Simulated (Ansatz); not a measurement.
A nudged elastic band was laid between two geometries of Cl3GeH + H2O (8 atoms, charge 0, multiplicity 1).

Computed with RKS B3LYP-D4/def2-SVP (Ansatz 0.2.0).

```json
{
  "movable images": "7",
  "climbing image": "yes",
  "spring": "5.0 eV/Å²",
  "optimiser": "quadratic models (default)",
  "start path": "through a guess of the saddle point",
  "force threshold": "0.05 eV/Å",
  "iteration limit": "60",
  "end points": "relaxed"
}
```

First end point:

```xyz
8
Properties=species:S:1:pos:R:3
Ge -0.686 0.311 -0.726
H -0.415 -1.092 -1.248
Cl -2.123 1.259 -2.042
Cl -1.598 0.374 1.241
Cl 1.041 1.623 -0.740
H 0.722 -0.974 1.728
O 1.194 -1.100 0.892
H 1.864 -0.400 0.895
```

Last end point:

```xyz
8
Properties=species:S:1:pos:R:3
Ge -0.262 1.160 -0.290
H -0.017 -3.289 0.578
Cl -1.409 0.834 -2.059
Cl -1.543 1.298 1.430
Cl 0.857 2.991 -0.441
H 0.148 -2.592 0.318
O 0.824 -0.221 -0.156
H 1.402 -0.181 0.620
```

What changes between the two ends?

Bonds broken: Ge1–H2, H6–O7. Bonds formed: Ge1–O7, H2–H6. Cl3GeH + H2O becomes Cl3GeHO + H2.

What energy profile does the band end with?

The run converged. The highest image is number 4 of 0 to 8, 2.00 eV above the first end and 1.91 eV above the last; the last end lies 0.10 eV above the first. Neighbouring images differ by up to 1.5 eV, so the band resolves the path poorly. A vibrational analysis at the climbing image gives one clearly imaginary mode, 1493i cm⁻¹: a first-order saddle point. The orbitals stay closed-shell, which can raise the energy where a bond breaks towards radicals; this wasn't checked here.

| image | path coordinate (Å) | energy (eV) | Ge1–H2 (Å) | H6–O7 (Å) | Ge1–O7 (Å) |
| --- | --- | --- | --- | --- | --- |
| 0 | 0.00 | 0.00 | 1.52 | 0.97 | 2.85 |
| 1 | 1.20 | 0.09 | 1.52 | 0.97 | 3.14 |
| 2 | 2.40 | 0.18 | 1.52 | 0.97 | 3.30 |
| 3 | 3.60 | 0.58 | 1.53 | 0.97 | 2.67 |
| 4 | 4.80 | 2.00 | 1.83 | 1.19 | 1.94 |
| 5 | 5.73 | 0.49 | 2.53 | 1.88 | 1.78 |
| 6 | 6.66 | 0.12 | 3.40 | 2.49 | 1.76 |
| 7 | 7.59 | 0.10 | 4.08 | 2.54 | 1.76 |
| 8 | 8.52 | 0.10 | 4.54 | 2.51 | 1.76 |

What is the geometry of the highest image?


```xyz
8
Properties=species:S:1:pos:R:3:forces:R:3
Ge -0.391 0.412 -0.197 0.00 0.00 0.00
H -0.792 -1.365 0.022 0.00 0.00 0.00
Cl -1.188 0.381 -2.207 0.00 0.00 0.00
Cl -1.771 0.887 1.405 0.00 0.00 0.00
Cl 0.818 2.243 -0.231 0.00 0.00 0.00
H 0.235 -1.429 0.283 -0.01 -0.01 0.01
O 1.163 -0.688 0.185 0.01 0.01 -0.01
H 1.926 -0.442 0.740 0.00 0.00 0.00
```

Time of the run: 15 min on 2 threads of Arm Neoverse V1, on a shared host, peak memory 0.34 GiB.
